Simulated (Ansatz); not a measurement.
Geometry optimisation, Ansatz 0.2.0, RKS BHLYP-D4/6-31G*.

input.yaml

```yaml
crystal:
  periodic: [false, false, false]
  atoms:
    - { symbol: C, position_ang: [-1.1019, -1.2391, -0.2914] }
    - { symbol: C, position_ang: [0.0043, -0.7124, 0.5723] }
    - { symbol: C, position_ang: [0.9942, -1.83, 0.7761] }
    - { symbol: Cl, position_ang: [-0.5565, -0.1677, 2.1494] }
    - { symbol: Al, position_ang: [0.9031, 0.8671, -0.3039] }
    - { symbol: Si, position_ang: [-0.3639, 2.8244, -0.7549] }
    - { symbol: H, position_ang: [-0.7528, -1.514, -1.2963] }
    - { symbol: H, position_ang: [-1.6246, -2.0378, 0.1706] }
    - { symbol: H, position_ang: [-1.8913, -0.365, -0.404] }
    - { symbol: H, position_ang: [1.4516, -2.169, -0.1572] }
    - { symbol: H, position_ang: [1.8493, -1.48, 1.458] }
    - { symbol: H, position_ang: [0.5631, -2.6922, 1.3035] }
    - { symbol: H, position_ang: [2.4043, 0.8429, -0.6708] }
    - { symbol: H, position_ang: [-1.7771, 2.6024, -0.3011] }
    - { symbol: H, position_ang: [0.205, 3.9388, -0.0251] }
    - { symbol: H, position_ang: [-0.3297, 3.109, -2.181] }
basis:
  gaussian: { orbitals: "6-31G*" }
hamiltonian:
  xc: { name: BHLYP }
  dispersion: d4
relax:
  f_tol: 0.02
  max_steps: 50
```

Command:

```bash
$ ansatz run input.yaml --threads 2 --pin off --max-ram 3072MiB --backend cpu --events-out ev --progress --plain --runs-dir out
```

**Question.** Where does it end, and by what steps?

**Answer.** The forces met the threshold. The force dipped under the threshold on the way, but the program's further checks kept it going. After 16 steps the energy has fallen by 0.738 eV; H13 moved furthest, 1.04 Å. Joined: Cl4–Al5.

```tsv
step	energy less start (eV)	largest force component (eV/Å)	accepted
0	0.0000	3.309	yes
1	-0.4233	1.039	yes
2	-0.5140	0.714	yes
3	-0.5468	0.356	yes
4	-0.6011	0.215	yes
5	-0.6567	0.230	yes
6	-0.6921	0.237	yes
7	-0.7049	0.220	yes
8	-0.7227	0.188	yes
9	-0.7314	0.150	yes
10	-0.7306	0.103	no
11	-0.7357	0.060	yes
12	-0.7327	0.151	no
13	-0.7371	0.015	yes
14	-0.7376	0.019	yes
15	-0.7379	0.028	yes
16	-0.7380	0.019	yes
```

```xyz
16
Properties=species:S:1:pos:R:3
C -1.200 -1.126 -0.168
C 0.187 -0.794 0.300
C 1.046 -1.998 0.564
Cl -0.039 0.126 2.089
Al 0.977 1.008 0.103
Si -0.432 2.768 -0.837
H -1.106 -1.531 -1.176
H -1.681 -1.882 0.451
H -1.843 -0.254 -0.221
H 1.259 -2.452 -0.405
H 1.994 -1.740 1.023
H 0.545 -2.745 1.178
H 2.536 1.105 0.322
H -1.874 2.431 -0.738
H -0.246 4.075 -0.163
H -0.147 2.987 -2.277
```

Whether the end is a true minimum wasn't checked by a vibrational analysis.

Run time: 83 s on 2 threads of Arm Neoverse V2, on a shared host, peak memory 0.34 GiB.
